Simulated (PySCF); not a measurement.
A geometry optimisation on `C[N](C)[Sn][N](C)C` (Sn(NMe2)2).

Method: PBE0-D3(BJ)/def2-SVP geometry optimisation, gas phase, def2 core potentials past Kr (PySCF 2.14.0). Start geometry: GFN2-xTB. The input is one job of a driver script: a line of settings, then coordinates in Å.

Input:
```
{"job": {"xc": "PBE0", "basis": "def2-SVP", "d3": "d3bj", "grid": 1, "maxiter": 30, "shake": 0.03, "kind": "geom"}, "charge": 0, "multiplicity": 1}
Sn     0.077970    -0.186580    -1.655710
N      1.608650    -0.031420    -0.371330
C      1.649520    -0.298710     1.022760
C      3.016670     0.393340    -0.890280
H      2.512710    -1.021010     1.217930
H      0.765820    -0.716250     1.384560
H      1.940900     0.612290     1.626860
H      2.902410     0.564260    -1.972520
H      3.245590     1.335110    -0.353720
H      3.665450    -0.388180    -0.653930
N     -1.643220    -0.044150    -0.368600
C     -2.882780    -0.493580    -0.860690
C     -1.814010     0.449110     0.940820
H     -3.303650    -1.346180    -0.277840
H     -2.830870    -0.834740    -1.924350
H     -3.654580     0.337850    -0.785270
H     -0.793130     0.920640     1.270770
H     -2.562550     1.173610     1.075770
H     -1.963690    -0.431970     1.659370
```

Output:
```
step   0  E = -482.91253471  max force = 0.091922
step   1  E = -482.93810317  max force = 0.040482
step   2  E = -482.94095122  max force = 0.009447
step   3  E = -482.94144750  max force = 0.005998
step   4  E = -482.94211923  max force = 0.002870
step   5  E = -482.94236907  max force = 0.001125
step   6  E = -482.94241659  max force = 0.000676
step   7  E = -482.94243709  max force = 0.000516
step   8  E = -482.94246607  max force = 0.000295
step   9  E = -482.94246894  max force = 0.000350
optimisation converged
```

Energies in Eh; «max force» is the largest Cartesian gradient component in Eh/bohr.

Problem. Give the first gradient maximum in eV/Å.

Solution. With 1 Eh/bohr = 51.422 eV/Å, 4.727 eV/Å.

Problem. How much energy does the optimisation release, in kJ/mol?

Solution. E(step 0) − E(last step) = 0.029934 Eh, which is 78.6 kJ/mol.

Summary of the converged run: final energy -482.94247 Eh after 9 steps; dipole 0.31 D.

Problem. Where do the atoms end?

Solution. 0.187 Å rms from the input after alignment:
```
atom  x, y, z in Å
Sn1    0.0197   -0.1213   -1.7291
N2     1.5645    0.0121   -0.3625
C3     1.5657   -0.4155    1.0079
C4     2.8511    0.4627   -0.8173
H5     2.3736   -1.1533    1.1933
H6     0.6153   -0.8995    1.2726
H7     1.7316    0.4176    1.7235
H8     2.8325    0.6886   -1.8976
H9     3.1855    1.3870   -0.3018
H10    3.6426   -0.2973   -0.6513
N11   -1.5639   -0.0583   -0.4022
C12   -2.8381   -0.5724   -0.8230
C13   -1.5954    0.5423    0.9013
H14   -3.1839   -1.4203   -0.1955
H15   -2.7930   -0.9417   -1.8622
H16   -3.6346    0.1992   -0.7798
H17   -0.6535    1.0651    1.1189
H18   -2.4116    1.2905    0.9737
H19   -1.7706   -0.1924    1.7157
```

Time: 2.6 min of wall time; peak memory 0.69 GiB. Hardware: one thread, AMD EPYC 7B13 (x86_64), on a shared host.
Labels such as C1 count atoms from 1, the log's own numbers from 0.
